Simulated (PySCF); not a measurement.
**Spin-rotation constants: `C1C(=C)[C@H](O)CC1=S`, C6H8OS**

Cartesian coordinates in Å; atom numbers follow the order of the lines, from 1:
```xyz
16

C    -2.041   -0.665   -0.104
C    -0.824   -0.165    0.020
C    -0.445    1.077    0.769
C     0.928    1.423    0.295
S     1.681    2.824    0.594
C     1.501    0.297   -0.500
C     0.424   -0.792   -0.575
O     0.867   -1.901    0.184
H    -2.233   -1.560   -0.672
H    -2.895   -0.197    0.355
H    -0.411    0.882    1.846
H    -1.147    1.899    0.620
H     2.386   -0.107   -0.002
H     1.814    0.644   -1.485
H     0.238   -1.110   -1.613
H     0.150   -2.540    0.257
```

Method: PySCF, GIAO HF/pcSseg-1 magnetisability, rotational g tensor and spin-rotation constants, non-relativistic, gas phase. Geometry: GFN2-xTB.

Question: Give the nuclear spin-rotation constants along the inertial axes (H = +C I·J) beside the isotropic shieldings.

Answer: Rotational constants 3.3237, 1.1482, 0.9174 GHz. A star marks the isotopologue with that one atom substituted, in its own axes.
```tsv
atom	isotope	Caa (kHz)	Cbb (kHz)	Ccc (kHz)	mean (kHz)	σ (ppm)
H9	1H	0.150	-0.097	-0.088	-0.011	26.6
H10	1H	-0.350	0.088	-0.098	-0.120	26.6
H11	1H	-0.388	-0.115	0.047	-0.152	28.1
H12	1H	-0.337	0.038	-0.091	-0.130	28.3
H13	1H	-0.383	0.009	-0.060	-0.145	28.7
H14	1H	-0.366	-0.096	0.019	-0.148	28.7
H15	1H	-0.184	-0.111	0.006	-0.096	27.5
H16	1H	-0.027	-0.133	-0.117	-0.092	31.1
C1	13C*	1.017	0.430	0.148	0.531	75.5
C2	13C*	1.355	0.504	0.191	0.683	30.5
C3	13C*	0.564	0.207	0.183	0.318	140.9
C4	13C*	2.155	0.877	0.236	1.090	-104.3
S5	33S*	3.436	0.684	0.190	1.437	-266.4
C6	13C*	0.579	0.220	0.186	0.328	136.9
C7	13C*	0.701	0.232	0.195	0.376	123.4
O8	17O*	-0.246	-0.102	-0.123	-0.157	274.9
```
For the geometry as given, no vibrational averaging.

Question: How do the rotational constants and the g tensor change when H9, H10, H11, H12, H13, H14, H15, H16 are replaced by deuterium?

Answer: Constants 2.7805, 1.0650, 0.8415 GHz; g -0.0503, -0.0174, -0.0062, against -0.0600, -0.0183, -0.0068 before.
